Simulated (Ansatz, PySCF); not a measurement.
Reaction (SMILES): C[Si](C)F → [CH2][SiH](C)F
Structures are relaxed separately at B3LYP-D3(BJ)/def2-TZVP in Ansatz (a program for electronic structure), one conformer each, not searched for the lowest. Frequencies are from Ansatz or PySCF.

Property: isomerisation energy (0 K, with B3LYP-D3(BJ) harmonic zero-point energies), in kcal/mol. Valence correlation only, unless marked. UHF or UKS for open shells. No spin-orbit coupling. No relativistic terms. CBS(X,Y): correlation extrapolated as X^-3; Hartree-Fock from the larger set. The bracket is a focal-point correction in the basis named.

```csv
level,program,isomerisation energy (kcal/mol)
PBE/def2-TZVPD,Ansatz,10.1
revPBE/def2-TZVPD,Ansatz,[?]
RPA@PBE/cc-pV(T+d)Z,Ansatz,5.7
"RI-MP2/CBS(cc-pV(T+d)Z,cc-pV(Q+d)Z)+[CCSD(T)-MP2]/cc-pV(T+d)Z",Ansatz,[?]
```

Fill in the missing entries.


- revPBE/def2-TZVPD, isomerisation energy (kcal/mol): 9.3
- RI-MP2/CBS(cc-pV(T+d)Z,cc-pV(Q+d)Z)+[CCSD(T)-MP2]/cc-pV(T+d)Z, isomerisation energy (kcal/mol): 5.3
